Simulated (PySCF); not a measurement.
# Which determinant of MoH lies lowest?

Unrestricted PBE0; PySCF, scalar-relativistic core potentials, basis sets Mo def2-TZVPPD with ECP28, H def2-TZVPPD. Outer shells of the fragments: Mo 4d5 5s1; H 1s1.

Followed along the bond (rough minima from three points):

```csv
2Ms+1,unpaired,⟨S²⟩ at the start,R at minimum (Å),Te (eV)
6,"σ ↑, π ↑↑, δ ↑↑",8.77,1.72,0.00
4,"π ↑↑, δ ↑",4.73,1.63,1.29
4,"σ ↑, π ↑↑, δ ↑↓",4.76,1.70,1.60
2,"σ ↓, π ↑↑, δ ↑↓",2.75,1.70,2.00
```

Solutions found at the starting distance of 1.615 Å, counted from the lowest of them; the search is not exhaustive and high or unbound solutions are not listed, so other states can lie among these:

```json
{"2Ms+1": "6", "unpaired": "σ ↑, π ↑↑, δ ↑↑", "term": "⁶Σ⁺", "E (eV)": "0.00", "⟨S²⟩": "8.77", "⟨Lz²⟩": "0.00", "μ (D)": "-2.39"}
{"2Ms+1": "4", "unpaired": "π ↑↑, δ ↑", "term": "mixed", "E (eV)": "1.23", "⟨S²⟩": "4.73", "⟨Lz²⟩": "3.89", "μ (D)": "-2.42"}
{"2Ms+1": "4", "unpaired": "σ ↑, π ↑↑, δ ↑↓", "term": "mixed", "E (eV)": "1.59", "⟨S²⟩": "4.76", "⟨Lz²⟩": "8.01", "μ (D)": "-2.15"}
{"2Ms+1": "4", "unpaired": "π ↑↑, δ ↑", "term": "⁴Δ", "E (eV)": "1.94", "⟨S²⟩": "3.77", "⟨Lz²⟩": "4.00", "μ (D)": "-2.02"}
{"2Ms+1": "2", "unpaired": "σ ↓, π ↑↑, δ ↑↓", "term": "mixed", "E (eV)": "1.98", "⟨S²⟩": "2.75", "⟨Lz²⟩": "8.01", "μ (D)": "-2.36"}
{"2Ms+1": "4", "unpaired": "π ↑, δ ↑↑", "term": "mixed", "E (eV)": "2.05", "⟨S²⟩": "3.78", "⟨Lz²⟩": "1.67", "μ (D)": "-2.23"}
{"2Ms+1": "4", "unpaired": "π ↑↑, δ ↑", "term": "⁴Δ", "E (eV)": "2.64", "⟨S²⟩": "3.76", "⟨Lz²⟩": "4.01", "μ (D)": "-2.93"}
{"2Ms+1": "6", "unpaired": "σ ↑↑, π ↑, δ ↑↑", "term": "⁶Π", "E (eV)": "2.66", "⟨S²⟩": "8.75", "⟨Lz²⟩": "1.00", "μ (D)": "0.39"}
{"2Ms+1": "2", "unpaired": "σ ↓, π ↑↑", "term": "mixed", "E (eV)": "2.68", "⟨S²⟩": "1.76", "⟨Lz²⟩": "8.00", "μ (D)": "-2.35"}
{"2Ms+1": "4", "unpaired": "π ↑, δ ↑↑", "term": "mixed", "E (eV)": "2.68", "⟨S²⟩": "3.76", "⟨Lz²⟩": "2.36", "μ (D)": "-2.56"}
```

A term symbol is given only where ⟨S²⟩ and ⟨Lz²⟩ are close to those of a pure state; real π, δ and φ orbitals otherwise mix terms. A positive dipole means Mo(−)H(+).

Compare the gap between the two lowest followed solutions at the starting distance with the gap between their minima.

At PBE0 the second solution (Ms = 1.5 of mixed spin, unpaired electrons π ↑↑, δ ↑) lies +1.23 eV from the first (sextet, unpaired electrons σ ↑, π ↑↑, δ ↑↑) at 1.615 Å and +1.29 eV at the minima; the two curves relax by different amounts, since their minima lie near 1.63 and 1.72 Å.

Spin–orbit coupling is left out. With d or f electrons several states lie close, and the lowest PBE0 determinant need not be the measured ground state.
